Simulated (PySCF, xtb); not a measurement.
CH8FNSi2, SMILES NC[SiH2][SiH2]F.

Coordinates come from a PBE0-D3(BJ)/def2-SVP optimisation. The structure was generated by enumeration, and PubChem lists no compound with its InChIKey, so it may never have been made. One conformer was computed; it need not be the lowest.

Method: IEF-PCM-B3LYP/def2-SVP (PySCF).

The values are the electrostatic part of the solvation free energy, E(continuum) − E(gas) at the gas-phase geometry, in a cavity of scaled van der Waals radii (PySCF's table); cavitation and dispersion terms are not included. In vacuum the orbital gap is 5.78 eV. The dipole moment in vacuum is 1.76 D.

```
solvent           ε  ΔG(elec) (kcal/mol)  dipole (D)  gap (eV)
------------  -----  -------------------  ----------  --------
water         78.36                 -5.0        2.15      5.80
benzene        2.27                 -2.2        1.92      5.78
acetonitrile  35.69                 -4.8        2.14      5.80
```

For comparison, GFN2-xTB/ALPB(water) (xtb, at the GFN2-xTB geometry, all terms of that model) gives -3.0 kcal/mol.
